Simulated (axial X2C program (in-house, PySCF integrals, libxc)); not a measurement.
## What spin–orbit coupling does to LiAu⁻

Computed with an in-house relativistic program for diatomic molecules. Spin-free means the one-electron spin-free X2C Hamiltonian; two-component (2c) means X2C with spin–orbit coupling and atomic mean-field two-electron Coulomb and Gaunt terms, so the difference of the two also holds small scalar two-electron terms. Basis: Au dyall-acv3z [14s15p10d6f4g], Li dyall-av3z [9s9p3d] (cores contracted in-house); Gaussian nuclei, density fitting, unrestricted open shells. Masses: Au 196.967 u, Li 7.016 u.

Spin-free state: M_S = 1/2, Λ = 0 (beyond evenly filled blocks: σα); fragments Au- + Li.

| level | Re (Å) | ωe (cm⁻¹) | De (eV) | μ (D) |
| --- | --- | --- | --- | --- |
| PBE0 | 2.427 | 343.7 | 1.358 | -10.91 |
| HF | 2.551 | 288.1 | 1.058 | -11.15 |
| MP2 | 2.395 | 385.7 | 1.437 | n/a |
| CCSD | 2.451 | 342.2 | 1.336 | n/a |
| CCSD(T) | 2.447 | 346.8 | 1.353 | n/a |
| BHandHLYP | 2.435 | 338.1 | 1.269 | -10.94 |

Correlated methods: 13 electrons correlated (number of frozen shells: Au 5 s, 4 p, 2 d, 1 f; Li 1 s), 297 virtual spin orbitals or spinors in MP2, 89 natural virtuals in coupled cluster.

Dipoles are positive if Li is the positive end and refer to the centre of mass.

Two-component determinant lowest at the distance of the search:

Ω = 1/2 (⟨Sz⟩ = 0.50, ⟨Lz⟩ = 0.00 at HF); fragments Au- + Li.

```csv
level,Re (Å),ωe (cm⁻¹),De (eV),μ (D)
PBE0,2.424,343.6,1.363,-10.89
HF,2.547,289.3,1.068,-11.12
MP2,2.389,388.4,1.429,n/a
CCSD,2.447,343.3,1.338,n/a
CCSD(T),2.443,347.7,1.356,n/a
BHandHLYP,2.432,338.4,1.275,-10.94
```

From the two tables, how do the constants change at the CCSD(T) level (2c against spin-free)?

At the CCSD(T) level Re goes down by 0.004 Å and ωe increases by 0.9 cm⁻¹; De changes by 0.003 eV.

The state is a single determinant with fixed occupations, the lowest that a limited PBE0 search found. Dissociation energies refer to the lowest single-determinant-based atoms at the same level and basis. Density functionals use the spin component along the axis (collinear). CCSD and (T) use frozen natural virtuals with an MP2 correction for the truncation; (T) itself is uncorrected, so its De runs slightly low. The highest occupied level of some functionals is positive through self-interaction error; at Hartree–Fock it is bound. Hartree–Fock gets electron affinities wrong, so its lowest charge split need not be the true one.
